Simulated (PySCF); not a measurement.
## Continuum solvent and chemical shifts

Cartesian coordinates in Å; atom numbers follow the order of the lines, from 1:
```xyz
23

C     3.113   -0.601   -0.332
C     2.507    0.089    0.890
C     1.221    0.787    0.587
C     1.014    2.116    0.454
C    -0.410    2.419    0.099
C    -1.037    1.056    0.039
C    -2.342    0.672   -0.236
C    -2.663   -0.690   -0.215
C    -1.688   -1.646    0.082
C    -0.375   -1.264    0.360
C    -0.051    0.093    0.334
H     2.419   -1.338   -0.764
H     4.044   -1.126   -0.070
H     3.343    0.133   -1.119
H     3.226    0.815    1.301
H     2.333   -0.659    1.684
H     1.778    2.885    0.586
H    -0.494    2.956   -0.864
H    -0.900    3.065    0.850
H    -3.110    1.416   -0.465
H    -3.685   -1.009   -0.430
H    -1.959   -2.704    0.098
H     0.381   -2.018    0.595
```

GIAO PBE0/pcSseg-1 in PySCF 2.14 on one PBE0-D3(BJ)/def2-SVP conformer, non-relativistic, equivalent nuclei averaged. Solvents enter as an IEF-PCM continuum (benzene with ε = 2.3, dichloromethane with ε = 8.9) around the gas-phase geometry. Shifts are referred to TMS computed in the same medium.

Gas phase, δ in ppm: C3 154.9, C6 150.1, C11 149.4, C4 136.0, C9 131.5, C8 129.9, C7 129.1, C10 124.2, C5 40.4, C2 25.2, C1 16.5, H23 7.54, H20 7.54, H22 7.42. Dipole moment 0.67 D.

Question: How does each δ change in the continuum?

Answer: 
```
atoms                      environment  Δδ, benzene  Δδ, dichloromethane
   C3  fully substituted alkene carbon         +0.4                 +0.7
   C6      substituted aromatic carbon         +1.0                 +1.9
  C11      substituted aromatic carbon         +0.5                 +0.9
   C4                        alkene CH         +1.4                 +2.9
   C9                      aromatic CH         +0.4                 +0.8
   C8                      aromatic CH         +0.4                 +0.8
   C7                      aromatic CH         +0.6                 +1.3
  C10                      aromatic CH         +0.6                 +1.3
   C5      sp3 CH2 on an aromatic ring         +0.6                 +1.3
   C2                  allylic sp3 CH2         +0.2                 +0.3
   C1                    methyl carbon         +0.2                 +0.5
  H23       hydrogen on an aromatic CH        +0.10                +0.21
  H20       hydrogen on an aromatic CH        +0.10                +0.21
  H22       hydrogen on an aromatic CH        +0.08                +0.16
```

Changes are relative to the gas phase. The dipole moment becomes 0.81 D in benzene, 0.93 D in dichloromethane.

Question: Which of the listed nuclei move most (in ppm), and what does the model miss?

Answer: C4 (alkene CH, +2.9 ppm) in dichloromethane. A continuum only polarises the solute; specific hydrogen bonds, the anisotropy of aromatic solvents and changes of geometry or conformer are outside it.
